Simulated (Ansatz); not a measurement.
Consider the ligand exchange at the Si–Se bond: `S[SiH](Cl)[SeH]` + `BO` → `BO[SiH](S)Cl` + H₂Se.

Gas-phase electronic energies from Ansatz, PBE0-D4/def2-TZVP geometries. CBS: MP2 limit from def2 TZ/QZ plus the TZ coupled-cluster correction, frozen cores. This one scheme is used for every species. DFT in def2-TZVPP. For Se outer-core shells are correlated without core-valence functions, which leaves a few kJ/mol of doubt a bond. Scalar relativity is left out up to krypton. One conformer a species, not always the lowest.

```tsv
level	ΔE (kJ/mol)
PBE-D4	-14.1
ωB97M-V	-31.5
r2SCAN	-28.0
MP2/def2-TZVPP	-28.0
```

(1) What does CCSD(T)/CBS give? (Estimate.)

Largest T1 diagnostic among the species: 0.014.

Results:

(1) Ansatz gave: -28.7 kJ/mol. The listed levels differ from it by 14.6, -2.8, 0.7, 0.7 kJ/mol.

In def2-TZVPP, CCSD(T) changes the Hartree–Fock value by +19.1 kJ/mol (the triples alone add +3.6 kJ/mol) and MP2 by +24.9 kJ/mol. From PBE to PBE0 (25 % exact exchange), in def2-TZVPP and without D4, ΔE moves by −5.1 kJ/mol.

CCSD(T)/CBS has its own doubt, a few kJ/mol and more with outer-core shells, so smaller differences from it don't rank the levels.
